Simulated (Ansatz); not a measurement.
C3H4Si, SMILES `C#CC=[SiH2]` (charge 0, multiplicity 1).

Cartesian coordinates (Å):
```xyz
8

C     -1.9673     1.1065     0.2326
C     -0.9862     0.4202     0.3867
C      0.1553    -0.3762     0.5618
Si     1.4141    -0.5841    -0.5914
H     -2.8309     1.7092     0.0996
H      0.2445    -0.9027     1.5081
H      2.5658    -1.4488    -0.2920
H      1.4046     0.0759    -1.9053
```
Charge 0, spin multiplicity 1.

Frozen-core energies in 6-31g from Ansatz (a program for electronic structure) at a geometry from B3LYP-D3(BJ)/def2-TZVP; the HF reference has <S^2> = 0.00 (restricted, and unstable towards unrestricted orbitals) and the T1 diagnostic is 0.013.

```
level    energy (Ha)
-------  -----------
HF        -404.63686
MP2       -404.96437
CCSD      -404.99789
CCSD(T)   -405.01080
```

Question: Estimate the energies of CCSDT and CCSDT(Q), and give each level's difference from CCSDT(Q).

Answer: 
```tsv
level	energy (Ha)	difference from CCSDT(Q) (mHa)
MP2	-404.96437	48.43
CCSD	-404.99789	14.91
CCSD(T)	-405.01080	2.00
CCSDT	-405.01127	1.53
CCSDT(Q)	-405.01280	0.00
```
